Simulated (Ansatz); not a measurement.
The first iterations of a band of AlClF2H2S (7 atoms, charge 0, multiplicity 1).

Method: Ansatz, RHF/def2-SVP.

| Property | Result |
| --- | --- |
| movable images | 5 |
| climbing image | yes |
| spring | 0.5 eV/Å² |
| optimiser | quadratic models (default) |
| start path | through a guess of the saddle point |
| force threshold | 0.05 eV/Å |
| iteration limit | 60 |
| end points | relaxed |

Initial state:

```xyz
7
Properties=species:S:1:pos:R:3
Al 0.055 -0.038 0.158
Cl -0.115 0.759 2.097
F 1.447 0.255 -0.673
F -1.330 -0.207 -0.727
S 0.314 -2.523 0.633
H -0.931 -2.862 0.283
H 0.080 -2.508 1.949
```

Final state:

```xyz
7
Properties=species:S:1:pos:R:3
Al 0.083 -0.598 -0.227
Cl -0.099 0.053 2.364
F 1.434 0.297 -0.499
F -1.384 0.025 -0.635
S 0.297 -2.761 0.012
H -1.011 -3.023 -0.081
H 0.201 -1.116 2.787
```

| iteration | highest image above the first end (eV) | largest band force component (eV/Å) |
| --- | --- | --- |
| 1 | 3.398 | 3.049 |
| 2 | 2.061 | 1.371 |
| 3 | 1.676 | 2.280 |
| 4 | 1.463 | 1.107 |
| 5 | 1.438 | 1.225 |
| 6 | 1.364 | 0.728 |
| 7 | 1.400 | 0.673 |
| 8 | 1.425 | 0.828 |

Problem. Does the band converge within its limit, and where does its top end?

Solution. The forces met the threshold. It ended after 24 iterations with the highest image 1.474 eV above the first end. Another band between the same ends (5 images) ends at a top of the same energy, where a vibrational analysis finds 1 clearly imaginary mode. The orbitals stay closed-shell, which can raise the energy where a bond breaks towards radicals; this wasn't checked here.

The run took 3.1 min on 1 thread of Arm Neoverse V1, with other jobs on the host, peak memory 0.18 GiB.
